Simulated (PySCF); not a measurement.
C4H5F2O (doublet state).
Numbering: `[F:1][CH:2][C@@H:3]1[O:4][CH2:5][C@H:6]1[F:7]` (hydrogens: H8 on C2; H9 on C3; H10, H11 on C5; H12 on C6)

Geometry (GFN2-xTB, Å), atoms numbered from 1 in this order:
```xyz
12
C4H5F2O angstrom
F      2.8550   -0.0991    0.7275
C      1.7801   -0.4209   -0.0038
C      0.4573   -0.1052    0.5143
O     -0.4976   -1.1775    0.3737
C     -1.4807   -0.3380   -0.2333
C     -0.4824    0.8109   -0.3327
F     -0.8504    1.9745    0.2708
H      1.9775   -1.0748   -0.8325
H      0.5214    0.2528    1.5497
H     -1.8506   -0.7475   -1.1742
H     -2.3119   -0.1310    0.4463
H     -0.1165    1.0550   -1.3319
```

The hyperfine couplings belong to this conformer and change with its torsions.

Computed, not measured: UKS B3LYP, pcH-1 on C F H O, non-relativistic, mean-field spin-orbit, GIAO (PySCF). The structure is a single GFN2-xTB conformer in the gas phase; no vibrational or solvent corrections. The geometry wasn't refined by DFT: couplings that depend on bond lengths, twists or pyramidal angles can differ widely from those at the functional's own minimum. Stability of the SCF solution: not tested.

Largest spin populations (Mulliken): C2 (+0.92), F1 (+0.08) and C3 (-0.07). No atom but C2 exceeds +0.15. The positive populations add up to 1.11 and the negative ones to -0.11, together 2S = 1. The angles at C2 add up to 358.7°, so it is planar; its axial dipolar tensor and the negative coupling of its proton fit spin in a p orbital normal to that plane.

**Question.** Find Q in a(H) = Q·ρ(C) for the protons on the planar carbons that carry spin.

**Answer.** 
| H | C | ρ(C) | a(H) (G) | a/ρ (G) |
| --- | --- | --- | --- | --- |
| H8 | C2 | +0.918 | -22.65 | -24.7 |

One proton gives one ratio, Q = -24.7 G, and no test of linearity.

Couplings in gauss use g_iso = 2.0036.

Time: 43 s of wall time (grids of density and orbitals included); peak memory 0.88 GiB. Hardware: Arm Neoverse V1, one thread, no GPU (shared host).
